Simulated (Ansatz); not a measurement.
Cost and result for the atomization energy of Cl₃GeH₄NSi, SMILES `[Cl][GeH2][NH][SiH](Cl)Cl` (10 atoms, 9 bonds).

```xyz
10

Cl    0.3729    2.1541    1.9417
Ge   -0.0466    1.6308   -0.1101
N    -0.6520   -0.0951   -0.1904
Si    0.1821   -1.5533    0.0715
Cl    2.1751   -1.1640   -0.1272
Cl   -0.4071   -2.9441   -1.3080
H     1.2619    1.7817   -0.8784
H    -1.1952    2.5280   -0.5783
H    -1.6605   -0.1662   -0.2120
H    -0.0307   -2.1720    1.3913
```

Total charge 0; spin multiplicity 1. Correlated methods include outer-core shells of Ge, which these sets cover unevenly. Scalar relativity is left out up to krypton. The geometry is a stationary point of PBE0-D4/def2-TZVP. It is one conformer, not always the lowest. Program: Ansatz. All runs use 2 threads of an AMD EPYC 7R13 on a shared host and a share of an NVIDIA H100 80 GB. Times are those of one run each, without the atoms' runs, and a repeat can differ threefold. Electronic energies, without spin–orbit coupling; frozen cores. CCSD(T)/CBS adds CCSD(T) − MP2 in def2-TZVPP to the MP2 limit, and its time is that of the two runs behind it. T1 = 0.010. With those shells the extrapolation isn't a true limit. B3LYP takes the VWN-RPA correlation (the form of Gaussian; ORCA's B3LYP/G).

CCSD(T)/CBS is a level of theory with its own doubt, some kJ/mol a heavy atom from the limit and from the frozen cores, so smaller differences don't rank the functionals.

```
                             level  functions  wall time
                PBE0-D4/def2-TZVPP        303      2.2 s
   PBE-D4/def2-TZVPP (with forces)        303      2.2 s
                 B2PLYP/def2-TZVPP        303      2.4 s
r2SCAN-D4/def2-TZVPP (with forces)        303      2.6 s
 B3LYP-D4/def2-TZVPP (with forces)        303      2.8 s
  ωB97M-V/def2-TZVPP (with forces)        303      3.4 s
                ωB97X-V/def2-TZVPP        303      4.1 s
                    MP2/def2-QZVPP        546      4.8 s
                CCSD(T)/def2-TZVPP        303      6.5 s
                 CCSD(T)/CBS(def2)          –       11 s
```

Task: What atomization energy does each give, and how far from CCSD(T)/CBS? (Best estimate.)

Result: The calculation gave: 
| level | atomization (kJ/mol) | difference from CCSD(T)/CBS | per bond |
| --- | --- | --- | --- |
| PBE0-D4/def2-TZVPP | 3138.1 | -28.9 | -3.2 |
| PBE-D4/def2-TZVPP (with forces) | 3174.0 | 7.0 | 0.8 |
| B2PLYP/def2-TZVPP | 3088.9 | -78.1 | -8.7 |
| r2SCAN-D4/def2-TZVPP (with forces) | 3161.9 | -5.1 | -0.6 |
| B3LYP-D4/def2-TZVPP (with forces) | 3118.0 | -49.0 | -5.4 |
| ωB97M-V/def2-TZVPP (with forces) | 3166.4 | -0.6 | -0.1 |
| ωB97X-V/def2-TZVPP | 3186.2 | 19.2 | 2.1 |
| MP2/def2-QZVPP | 3197.5 | 30.5 | 3.4 |
| CCSD(T)/def2-TZVPP | 3063.9 | -103.1 | -11.5 |
| CCSD(T)/CBS(def2) | 3167.0 | 0.0 | 0.0 |

The D4 term adds +60.7 kJ/mol with B3LYP and +32.3 kJ/mol with PBE0; it sums over pairs of atoms, weighted by their polarisabilities, and B3LYP, whose exchange is more repulsive, gets the larger term. In def2-TZVPP, CCSD(T) changes the Hartree–Fock value by +812.3 kJ/mol (the triples alone add +57.9 kJ/mol) and MP2 by +884.9 kJ/mol; breaking electron pairs costs correlation energy, which Hartree–Fock lacks. From PBE to PBE0 (25 % exact exchange), in def2-TZVPP and without D4, the atomization energy moves by −31.0 kJ/mol: exact exchange takes away binding that semilocal exchange gives to molecules.
